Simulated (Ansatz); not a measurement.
Relaxation of C₂H₄AlB (8 atoms, charge 0, multiplicity 1), to a largest force component of 0.015 eV/Å in at most 40 steps.

Computed with RKS B3LYP-D4/def2-SVP in Ansatz.

```xyz
8
Properties=species:S:1:pos:R:3:forces:R:3
B -0.982 1.708 -0.721 -0.22 -0.14 0.21
Al 0.535 0.294 -0.484 0.52 -0.83 0.31
C 0.477 -1.287 0.661 -0.12 1.26 -0.83
C 0.495 -2.274 1.369 -0.03 -0.15 0.11
H -0.939 2.635 -1.449 0.18 0.52 -0.50
H -1.988 1.633 -0.107 -0.62 -0.04 0.39
H 1.894 0.424 -1.252 0.28 0.02 -0.14
H 0.508 -3.133 1.983 0.02 -0.64 0.46
```

**Question.** Where does it end, and by what steps?

**Answer.** The forces met the threshold. The force dipped under the threshold on the way, but the program's further checks kept it going. After 14 steps the energy has fallen by 0.233 eV; H5 moved furthest, 1.36 Å.

```csv
step,energy less start (eV),largest force component (eV/Å),accepted
0,0.0000,1.263,yes
1,-0.0841,0.304,yes
2,-0.0911,0.053,yes
3,-0.0920,0.045,yes
4,-0.1026,0.092,yes
5,-0.1059,0.060,yes
6,-0.1209,0.268,yes
7,-0.1269,0.661,yes
8,-0.1777,0.353,yes
9,-0.2096,0.113,yes
10,-0.2183,0.223,yes
11,-0.2317,0.013,yes
12,-0.2323,0.070,yes
13,-0.2324,0.209,yes
14,-0.2327,0.003,yes
```

```xyz
8
Properties=species:S:1:pos:R:3
B -0.981 1.624 -0.669
Al 0.721 0.401 -0.374
C 0.517 -1.258 0.570
C 0.358 -2.309 1.175
H -1.699 1.525 -1.639
H -1.317 2.480 0.118
H 2.177 0.772 -0.889
H 0.223 -3.234 1.707
```

Whether the end is a true minimum wasn't checked by a vibrational analysis.

Run time: 38 s on 1 thread of Arm Neoverse V2 (shared host), peak memory 0.14 GiB.
